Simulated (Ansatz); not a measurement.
Reaction (ligand exchange at the Si–N bond): `[SiH3]NC[SiH2]Cl` + `[OH][Sc]([OH])[OH]` → `[OH][Sc]([OH])[O][SiH3]` + `NC[SiH2]Cl`

Computed with Ansatz on PBE0-D4/def2-TZVP structures; ΔE is electronic, products minus reactants. CCSD(T)/CBS adds triple-zeta CCSD(T) − MP2 to the extrapolated MP2 energy (def2 sets, frozen cores). Functionals use def2-TZVPP. B3LYP here is the variant with VWN-RPA as its local correlation; programs differ in this. For Sc outer-core shells are correlated without core-valence functions, which leaves a few kJ/mol of doubt a bond. Scalar relativity is left out up to krypton. One conformer a species, not always the lowest.

**Question.** Is it downhill or uphill in electronic energy at CCSD(T)/CBS, and by how much? (Best estimate.)

**Answer.** Ansatz gave: Downhill: ΔE = -73.0 kJ/mol.

**Question.** What do these levels give: r2SCAN-D4, CAM-B3LYP-D4, B2PLYP, BLYP, B3LYP, MP2/def2-TZVPP? (An estimate is asked.)

**Answer.** Ansatz gave: r2SCAN-D4 -70.3, CAM-B3LYP-D4 -70.0, B2PLYP -72.6, BLYP -69.3, B3LYP -72.0, MP2/def2-TZVPP -71.0 kJ/mol.

Largest T1 diagnostic among the species: 0.016.

At CCSD(T), def2-SVP lies −6.0 kJ/mol from the extrapolated value and def2-TZVPP −0.0 kJ/mol. From BLYP to BHLYP (50 % exact exchange), in def2-TZVPP and without D4, ΔE moves by −7.7 kJ/mol.
